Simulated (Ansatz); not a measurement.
Calculation: Ansatz (a quantum-chemistry and plane-wave program) with PBE0-D3(BJ)/def2-TZVP. No frequencies were computed at this level.

Ansatz 0.2 input:
```yaml
crystal:
  periodic: [false, false, false]
  atoms:
    - { symbol: O, position_ang: [1.203439, 1.776747, 0.061263] }
    - { symbol: Ga, position_ang: [0.700151, 0.109042, -0.015079] }
    - { symbol: O, position_ang: [2.015497, -1.046975, -0.119099] }
    - { symbol: Si, position_ang: [-1.655775, -0.216525, 0.037045] }
    - { symbol: H, position_ang: [2.024967, 2.261817, 0.063278] }
    - { symbol: H, position_ang: [2.195293, -1.979501, -0.179601] }
    - { symbol: H, position_ang: [-1.955055, -1.631012, 0.319783] }
    - { symbol: H, position_ang: [-2.267573, 0.601331, 1.089648] }
    - { symbol: H, position_ang: [-2.260947, 0.125075, -1.257238] }
basis:
  gaussian: { orbitals: def2-tzvp }
hamiltonian:
  xc: pbe0
  dispersion: d3bj
relax:
  max_steps: 150
```

Output:

```
Functional definition: PBE0
1203 factors; their error is unknown
mean field evaluation 1: about -64408.9249 eV, gradient 8.3e1 eV
mean field evaluation 2: about -64373.6702 eV, gradient 1.6e2 eV
mean field evaluation 4: about -64419.7344 eV, gradient 5.1e0 eV
mean field evaluation 8: about -64419.7831 eV, gradient 2.1e-1 eV
mean field evaluation 16: about -64420.0124 eV, gradient 4.7e-5 eV
mean field -64420.01243974 eV, -2367.3917917076 hartree, gradient 4.7e-5 eV, S^2 0.000000; 0 other end points of the search recorded, 0 dependent functions left out
reference -64420.01247544 eV, -2367.3917930195 hartree; 33, 33 occupied and 144, 144 virtual orbitals, 1203 factors
relax step   1: F+E_penalty+E_count = -64420.14769611 eV  Δ(F+E_penalty+E_count) = +0.000e0 eV  max|allowed force component| = 1.079e0 eV/Å  Δτ_max = 0.0000 Å  (27 SCF iters, accepted)
these checks for a lower state are left out or cut short: starts, cluster_reference, orbital_swaps, neighbouring_geometries, increment
1203 factors; their error is unknown
mean field -64420.09256470 eV, -2367.3947362457 hartree, gradient 1.3e-5 eV, S^2 0.000000; 0 other end points of the search recorded, 0 dependent functions left out
reference -64420.09260015 eV, -2367.3947375486 hartree; 33, 33 occupied and 144, 144 virtual orbitals, 1203 factors
relax step   2: F+E_penalty+E_count = -64420.22758000 eV  Δ(F+E_penalty+E_count) = -7.988e-2 eV  max|allowed force component| = 9.149e-1 eV/Å  Δτ_max = 0.0722 Å  (31 SCF iters, accepted)
these checks for a lower state are left out or cut short: starts, cluster_reference, orbital_swaps, neighbouring_geometries, increment
1203 factors; their error is unknown
mean field evaluation 32: about -64420.2070 eV, gradient 1.3e-5 eV
mean field -64420.20701810 eV, -2367.3989423307 hartree, gradient 1.3e-5 eV, S^2 0.000000; 0 other end points of the search recorded, 0 dependent functions left out
reference -64420.20705307 eV, -2367.3989436158 hartree; 33, 33 occupied and 144, 144 virtual orbitals, 1203 factors
relax step   3: F+E_penalty+E_count = -64420.34196389 eV  Δ(F+E_penalty+E_count) = -1.144e-1 eV  max|allowed force component| = 1.904e0 eV/Å  Δτ_max = 0.1947 Å  (36 SCF iters, accepted)
these checks for a lower state are left out or cut short: starts, cluster_reference, orbital_swaps, neighbouring_geometries, increment
1203 factors; their error is unknown
mean field -64420.30468077 eV, -2367.4025313675 hartree, gradient 1.4e-5 eV, S^2 0.000000; 0 other end points of the search recorded, 0 dependent functions left out
reference -64420.30471534 eV, -2367.4025326378 hartree; 33, 33 occupied and 144, 144 virtual orbitals, 1203 factors
relax step   4: F+E_penalty+E_count = -64420.44055963 eV  Δ(F+E_penalty+E_count) = -9.860e-2 eV  max|allowed force component| = 7.922e-1 eV/Å  Δτ_max = 0.0550 Å  (32 SCF iters, accepted)
these checks for a lower state are left out or cut short: starts, cluster_reference, orbital_swaps, neighbouring_geometries, increment
1203 factors; their error is unknown
mean field -64420.32455646 eV, -2367.4032617856 hartree, gradient 1.5e-5 eV, S^2 0.000000; 0 other end points of the search recorded, 0 dependent functions left out
reference -64420.32459070 eV, -2367.4032630441 hartree; 33, 33 occupied and 144, 144 virtual orbitals, 1203 factors
relax step   5: F+E_penalty+E_count = -64420.46102195 eV  Δ(F+E_penalty+E_count) = -2.046e-2 eV  max|allowed force component| = 1.229e-1 eV/Å  Δτ_max = 0.0551 Å  (31 SCF iters, accepted)
these checks for a lower state are left out or cut short: starts, cluster_reference, orbital_swaps, neighbouring_geometries, increment
1203 factors; their error is unknown
mean field -64420.32767254 eV, -2367.4033762995 hartree, gradient 1.7e-5 eV, S^2 0.000000; 0 other end points of the search recorded, 0 dependent functions left out
reference -64420.32770674 eV, -2367.4033775562 hartree; 33, 33 occupied and 144, 144 virtual orbitals, 1203 factors
relax step   6: F+E_penalty+E_count = -64420.46421926 eV  Δ(F+E_penalty+E_count) = -3.197e-3 eV  max|allowed force component| = 9.309e-2 eV/Å  Δτ_max = 0.0453 Å  (30 SCF iters, accepted)
these checks for a lower state are left out or cut short: starts, cluster_reference, orbital_swaps, neighbouring_geometries, increment
1203 factors; their error is unknown
mean field -64420.32969374 eV, -2367.4034505772 hartree, gradient 1.4e-5 eV, S^2 0.000000; 0 other end points of the search recorded, 0 dependent functions left out
reference -64420.32972786 eV, -2367.4034518312 hartree; 33, 33 occupied and 144, 144 virtual orbitals, 1203 factors
relax step   7: F+E_penalty+E_count = -64420.46635528 eV  Δ(F+E_penalty+E_count) = -2.136e-3 eV  max|allowed force component| = 3.706e-2 eV/Å  Δτ_max = 0.0382 Å  (31 SCF iters, accepted)
these checks for a lower state are left out or cut short: starts, cluster_reference, orbital_swaps, neighbouring_geometries, increment
1203 factors; their error is unknown
mean field evaluation 64: about -64420.3299 eV, gradient 5.9e-5 eV
mean field -64420.32990253 eV, -2367.4034582500 hartree, gradient 1.4e-5 eV, S^2 0.000000; 0 other end points of the search recorded, 0 dependent functions left out
reference -64420.32993664 eV, -2367.4034595036 hartree; 33, 33 occupied and 144, 144 virtual orbitals, 1203 factors
relax step   8: F+E_penalty+E_count = -64420.46654653 eV  Δ(F+E_penalty+E_count) = -1.912e-4 eV  max|allowed force component| = 1.379e-2 eV/Å  Δτ_max = 0.0142 Å  (32 SCF iters, accepted)
these checks for a lower state are left out or cut short: starts, cluster_reference, orbital_swaps, neighbouring_geometries, increment
1203 factors; their error is unknown
mean field -64420.32989546 eV, -2367.4034579902 hartree, gradient 1.4e-5 eV, S^2 0.000000; 0 other end points of the search recorded, 0 dependent functions left out
reference -64420.32992956 eV, -2367.4034592435 hartree; 33, 33 occupied and 144, 144 virtual orbitals, 1203 factors
relax step   9: F+E_penalty+E_count = -64420.46658219 eV  Δ(F+E_penalty+E_count) = -3.565e-5 eV  max|allowed force component| = 4.376e-3 eV/Å  Δτ_max = 0.0067 Å  (32 SCF iters, accepted)
1203 factors; their error is unknown
mean field -64420.32989546 eV, -2367.4034579902 hartree, gradient 6.4e-5 eV, S^2 0.000000; 1 other end points of the search recorded, 0 dependent functions left out
reference -64420.32992956 eV, -2367.4034592435 hartree; 33, 33 occupied and 144, 144 virtual orbitals, 1203 factors
Total energy: -64420.46661629 eV, -2367.4084823880 hartree
Atom 0 at     1.267425     1.932627     0.057648 Å, force    -0.001793    -0.002502    -0.000275 eV/Å
Atom 1 at     0.690082     0.246229    -0.004275 Å, force     0.001679    -0.001981    -0.000500 eV/Å
Atom 2 at     2.063803    -0.900615    -0.109538 Å, force    -0.001687     0.004376     0.000105 eV/Å
Atom 3 at    -1.644173    -0.276097     0.040450 Å, force     0.002389     0.000153     0.000111 eV/Å
Atom 4 at     2.225812     1.992874     0.023620 Å, force     0.001815     0.000334    -0.000318 eV/Å
Atom 5 at     1.816910    -1.826570    -0.140866 Å, force    -0.001337    -0.000326     0.000902 eV/Å
Atom 6 at    -1.837424    -1.728750     0.293135 Å, force    -0.000392    -0.000520    -0.000193 eV/Å
Atom 7 at    -2.325376     0.496808     1.110441 Å, force    -0.000391    -0.000504     0.000498 eV/Å
Atom 8 at    -2.257062     0.063493    -1.270615 Å, force    -0.000284     0.000970    -0.000330 eV/Å
Dipole moment:    -0.183368    -0.363599    -0.008937 e Å
```

Cost: about 60 core-seconds (a rough figure).
